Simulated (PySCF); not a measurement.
PySCF job for Si(F)(Cl)(OH)(OMe) (CH4ClFO2Si), SMILES CO[Si](Cl)(F)O, TDA-PBE/def2-SVPD. The structure is a stationary point at PBE0-D3(BJ)/def2-SVP. The values are those of a single conformer.

```python
import numpy as np
from pyscf import gto, scf, dft, tdscf

mol = gto.M(
    atom='''
    C    -2.14954429   -0.46286306    1.00203033
    O    -1.21712047    0.53129340    0.65626639
    Si    0.30303748    0.29459563    0.14484335
    O     1.20266204   -0.36261556    1.33979048
    F     0.88180227    1.72421250   -0.29274569
    Cl    0.35181662   -0.90451490   -1.51739917
    H    -1.83547825   -1.00921896    1.90673502
    H    -2.28836787   -1.18720589    0.18148008
    H    -3.11378571    0.02402688    1.20387582
    H     2.09093735   -0.66534417    1.12996239
    ''',
    basis='def2-SVPD',
    charge=0,
    spin=0,
    max_memory=1600,
    verbose=4,
)
mf = dft.RKS(mol, xc='pbe').density_fit(auxbasis='def2-universal-jkfit')
mf.grids.level = 3
mf.conv_tol = 1e-9
mf.max_cycle = 100
mf.kernel()
mf.grids = dft.Grids(mol).set(level=1).build(with_non0tab=True)  # coarser grid for the response kernel
td = tdscf.TDA(mf)
td.singlet = True
td.nstates = 10
td.conv_tol = 1e-4
td.positive_eig_threshold = 1e-6
td.kernel(x0=td.get_init_guess(mf, 15))
td.analyze()
tt = tdscf.TDA(mf)
tt.singlet = False
tt.nstates = 4
tt.conv_tol = 1e-4
tt.positive_eig_threshold = 1e-6
tt.kernel(x0=tt.get_init_guess(mf, 9))
tt.analyze(verbose=3)
```

Program output:

```
PySCF version 2.14.0

[INPUT] verbose = 4
[INPUT] num. atoms = 10
[INPUT] num. electrons = 66
[INPUT] charge = 0
[INPUT] spin (= nelec alpha-beta = 2S) = 0
[INPUT] symmetry False subgroup None
[INPUT] Mole.unit = angstrom
[INPUT] Symbol           X                Y                Z      unit          X                Y                Z       unit  Magmom
[INPUT]  1 C     -2.149544290000  -0.462863060000   1.002030330000 AA   -4.062050000723  -0.874684416578   1.893562892208 Bohr   0.0
[INPUT]  2 O     -1.217120470000   0.531293400000   0.656266390000 AA   -2.300024348902   1.003999017789   1.240163741857 Bohr   0.0
[INPUT]  3 Si     0.303037480000   0.294595630000   0.144843350000 AA    0.572657842678   0.556705058194   0.273714262465 Bohr   0.0
[INPUT]  4 O      1.202662040000  -0.362615560000   1.339790480000 AA    2.272701876011  -0.685244096906   2.531837071500 Bohr   0.0
[INPUT]  5 F      0.881802270000   1.724212500000  -0.292745690000 AA    1.666364786320   3.258289405552  -0.553209178247 Bohr   0.0
[INPUT]  6 Cl     0.351816620000  -0.904514900000  -1.517399170000 AA    0.664837057870  -1.709285436588  -2.867468852942 Bohr   0.0
[INPUT]  7 H     -1.835478250000  -1.009218960000   1.906735020000 AA   -3.468551200096  -1.907147434118   3.603206979917 Bohr   0.0
[INPUT]  8 H     -2.288367870000  -1.187205890000   0.181480080000 AA   -4.324388546554  -2.243493985571   0.342947648264 Bohr   0.0
[INPUT]  9 H     -3.113785710000   0.024026880000   1.203875820000 AA   -5.884202202484   0.045404222828   2.274995587786 Bohr   0.0
[INPUT] 10 H      2.090937350000  -0.665344170000   1.129962390000 AA    3.951298935124  -1.257318259876   2.135319448159 Bohr   0.0

nuclear repulsion = 407.468518591044
number of shells = 72
number of NR pGTOs = 256
number of NR cGTOs = 172
basis = def2-SVPD
ecp = {}


[settings echo left out]
init E= -1040.14810002814
  HOMO = -0.351973038086143  LUMO = -0.0635417749664411  gap/eV = 7.84861
cycle= 1 E= -1039.40561191529  delta_E= 0.742  |g|= 1.08  |ddm|=  4.6
  HOMO = -0.136745177577208  LUMO = -0.0135558349092011  gap/eV = 3.35215
cycle= 2 E= -1038.57861809325  delta_E= 0.827  |g|= 2.32  |ddm|= 3.28
  HOMO = -0.271774475523237  LUMO = -0.0383386498175997  gap/eV = 6.35211
cycle= 3 E= -1039.61531838182  delta_E= -1.04  |g|= 0.209  |ddm|= 2.36
  HOMO = -0.270953585522062  LUMO = -0.0368692247967202  gap/eV = 6.36976
cycle= 4 E= -1039.6236609371  delta_E= -0.00834  |g|= 0.117  |ddm|= 0.417
  HOMO = -0.276263603822713  LUMO = -0.0374884544140834  gap/eV = 6.49740
cycle= 5 E= -1039.62610295922  delta_E= -0.00244  |g|= 0.0362  |ddm|= 0.125
  HOMO = -0.273569233730537  LUMO = -0.0368712077760915  gap/eV = 6.44088
cycle= 6 E= -1039.62634917232  delta_E= -0.000246  |g|= 0.00924  |ddm|= 0.0496
  HOMO = -0.273897836026323  LUMO = -0.0368107993949809  gap/eV = 6.45147
cycle= 7 E= -1039.62636591442  delta_E= -1.67e-05  |g|= 0.00274  |ddm|= 0.0145
  HOMO = -0.274034266428471  LUMO = -0.0369670961708843  gap/eV = 6.45093
cycle= 8 E= -1039.62636787122  delta_E= -1.96e-06  |g|= 0.000591  |ddm|= 0.00461
  HOMO = -0.274085616853462  LUMO = -0.0369554270522081  gap/eV = 6.45264
cycle= 9 E= -1039.62636791876  delta_E= -4.75e-08  |g|= 0.000361  |ddm|= 0.000897
  HOMO = -0.274067504614586  LUMO = -0.0369555098748795  gap/eV = 6.45215
cycle= 10 E= -1039.62636794331  delta_E= -2.46e-08  |g|= 5e-05  |ddm|= 0.000402
  HOMO = -0.274073155017525  LUMO = -0.0369565759356369  gap/eV = 6.45227
cycle= 11 E= -1039.62636794383  delta_E= -5.2e-10  |g|= 1.54e-05  |ddm|= 7.77e-05
  HOMO = -0.274069599954613  LUMO = -0.0369565837977182  gap/eV = 6.45217
Extra cycle  E= -1039.62636794377  delta_E= 5.34e-11  |g|= 2.35e-05  |ddm|= 4.4e-05
converged SCF energy = -1039.62636794377
tot grids = 43456
Overwritten attributes  positive_eig_threshold  of <class 'pyscf.tdscf.rks.TDA'>


******** <class 'pyscf.tdscf.rks.TDA'> for <class 'pyscf.df.df_jk.DFRKS'> ********
nstates = 10 singlet
deg_eia_thresh = 1.000e-03
wfnsym = None
conv_tol = 0.0001
eigh lindep = 1e-12
eigh level_shift = 0
eigh max_cycle = 100


Excitation energies (eV)
[6.49457039 7.0262812  7.19072351 7.53804412 7.70806979 7.81340945
 8.00278999 8.20110633 8.28162351 8.31606305]

** Singlet excitation energies and oscillator strengths **
Excited State   1:      6.49457 eV    190.90 nm  f=0.0012
      33 -> 34       -0.70616
Excited State   2:      7.02628 eV    176.46 nm  f=0.0194
      32 -> 34        0.69844
Excited State   3:      7.19072 eV    172.42 nm  f=0.0210
      31 -> 34        0.69648
Excited State   4:      7.53804 eV    164.48 nm  f=0.0311
      30 -> 34        0.69865
Excited State   5:      7.70807 eV    160.85 nm  f=0.0203
      33 -> 35       -0.60424
      33 -> 36        0.35932
Excited State   6:      7.81341 eV    158.68 nm  f=0.0292
      33 -> 35       -0.34849
      33 -> 36       -0.59936
Excited State   7:      8.00279 eV    154.93 nm  f=0.0421
      29 -> 34        0.68797
      31 -> 35       -0.11851
Excited State   8:      8.20111 eV    151.18 nm  f=0.0012
      32 -> 35       -0.68863
Excited State   9:      8.28162 eV    149.71 nm  f=0.0123
      31 -> 35       -0.12975
      32 -> 36       -0.66815
      33 -> 37        0.13434
Excited State  10:      8.31606 eV    149.09 nm  f=0.0119
      31 -> 35        0.12949
      32 -> 36        0.10347
      33 -> 37        0.66141
      33 -> 38       -0.14039

** Transition electric dipole moments (AU) **
state          X           Y           Z        Dip. S.      Osc.
  1         0.0159     -0.0561     -0.0633      0.0074      0.0012
  2        -0.3322      0.0396      0.0235      0.1125      0.0194
  3         0.0999     -0.0471      0.3270      0.1191      0.0210
  4         0.3445      0.1012      0.1994      0.1686      0.0311
  5        -0.2928     -0.0245     -0.1450      0.1073      0.0203
  6        -0.2282      0.0076      0.3167      0.1524      0.0292
  7         0.0317      0.4613     -0.0342      0.2150      0.0421
  8         0.0295      0.0167      0.0699      0.0060      0.0012
  9        -0.0822      0.2315      0.0121      0.0605      0.0123
 10         0.2235      0.0764      0.0503      0.0583      0.0119

** Transition velocity dipole moments (imaginary part, AU) **
state          X           Y           Z        Dip. S.      Osc.
  1         0.0099     -0.0134     -0.0154      0.0005      0.0014
  2        -0.0703      0.0044      0.0063      0.0050      0.0129
  3         0.0207     -0.0131      0.0716      0.0057      0.0145
  4         0.0796      0.0189      0.0351      0.0079      0.0191
  5        -0.0644     -0.0041     -0.0488      0.0065      0.0154
  6        -0.0479      0.0011      0.0823      0.0091      0.0211
  7         0.0073      0.1131     -0.0049      0.0129      0.0292
  8         0.0067      0.0002      0.0196      0.0004      0.0010
  9        -0.0386      0.0683      0.0029      0.0062      0.0135
 10         0.0671      0.0082      0.0223      0.0051      0.0111

** Transition magnetic dipole moments (imaginary part, AU) **
state          X           Y           Z
  1         0.2997      0.0342     -0.1423
  2        -0.0761     -0.1134     -0.1543
  3         0.5585      0.0956     -0.1707
  4        -0.1480      0.7066     -0.3993
  5        -0.2729      0.5391     -0.0859
  6        -0.1332     -0.2170     -0.2962
  7         0.0670     -0.2622     -0.5819
  8        -0.1569     -0.1808     -0.4117
  9         0.0535      0.1034      0.3779
 10        -0.3120     -0.0114      0.2287


******** <class 'pyscf.tdscf.rks.TDA'> for <class 'pyscf.df.df_jk.DFRKS'> ********
nstates = 4 triplet
deg_eia_thresh = 1.000e-03
wfnsym = None
conv_tol = 0.0001
eigh lindep = 1e-12
eigh level_shift = 0
eigh max_cycle = 100


Excitation energies (eV)
[6.37921943 6.87525371 6.97423269 7.33756315]

** Triplet excitation energies and oscillator strengths **
Excited State   1:      6.37922 eV    194.36 nm  f=0.0000
Excited State   2:      6.87525 eV    180.33 nm  f=0.0000
Excited State   3:      6.97423 eV    177.77 nm  f=0.0000
Excited State   4:      7.33756 eV    168.97 nm  f=0.0000
```

The calculation finished and met its thresholds.

Cost: about 70 core-seconds (a rough figure).
